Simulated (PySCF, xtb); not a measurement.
C3H6BFO2, SMILES OB(O)C1(F)CC1. Other conformers were not sampled.

Harmonic wavenumbers (cm⁻¹) from GFN2-xTB (xtb) at its own minimum, in rising order: 58, 146, 184, 291, 382, 399, 426, 573, 591, 623, 638, 792, 858, 912, 956, 963, 974, 1025, 1061, 1075, 1140, 1149, 1266, 1319, 1353, 1405, 1460, 3096, 3097, 3110, 3126, 3612, 3623.

Question: What does PBE-D3(BJ)/def2-SVP in PySCF give at its own minimum? (Estimate from the structure and the level; the computed values follow.)

Answer: 68, 163, 180, 293, 386, 418, 431, 520, 613, 622, 663, 738, 852, 853, 921, 958, 978, 1012, 1015, 1025, 1140, 1179, 1245, 1361, 1395, 1438, 1456, 3066, 3067, 3162, 3172, 3690, 3731. Paired by order, the mean absolute difference is 29 cm⁻¹ and the zero-point energies are 59.6 and 59.8 kcal/mol.
